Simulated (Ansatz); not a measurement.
**Abstraction of H: HNCO + CHBrF → NCO + CH2BrF**

Species: HNCO (isocyanic acid) `N=C=O`, singlet; CHBrF `F[CH]Br`, doublet; NCO (nco radical) `[N]=C=O`, doublet; CH2BrF (bromofluoromethane) `FCBr`, singlet. A radical takes H: the energy is the difference in strength between the N–H bond broken and the C–H bond made.

Shapes, held fixed at every level: PBE0-D4/def2-TZVP. Programs: Ansatz 0.2.0. The zero-point and thermal change to 298 K, harmonic and unscaled (PBE0-D4/def2-TZVP), is +4.7 kJ/mol.

(1) Estimate ΔH(298 K) of this reaction.

## Answers

(1) The highest level, CCSD(T)/def2-TZVPP, gives ΔH(298 K) = +42.2 kJ/mol; the levels span +27.3 to +61.6. The column of differences is taken from that level and isn't an error. No measured value is set beside it here. Spin contamination: NCO (⟨S²⟩ up to 0.84). Open shells run unrestricted. Relativity is left out for Br. Outer-core shells of Br are correlated in most correlated rows, in sets that cover them unevenly. Times are processor times on shared x86 and Arm servers, and rough.

```
               level                    kind  ΔH(298 K) (kJ/mol)  less CCSD(T)/def2-TZVPP  CPU time (sum over the molecules)
         HF/def2-SVP            Hartree–Fock               +27.3                    -14.9                                  –
   PBE-D4/def2-TZVPP                     GGA               +61.6                    +19.4                               30 s
r2SCAN-D4/def2-TZVPP                meta-GGA               +60.4                    +18.2                               52 s
  PBE0-D4/def2-TZVPP           global hybrid               +58.2                    +16.0                               14 s
  wB97X-V/def2-TZVPP  range-separated hybrid               +46.8                     +4.6                               43 s
    CCSD(T)/def2-SVP   coupled cluster or CI               +42.2                      0.0                               12 s
  CCSD(T)/def2-TZVPP   coupled cluster or CI               +42.2                      0.0                               97 s
```
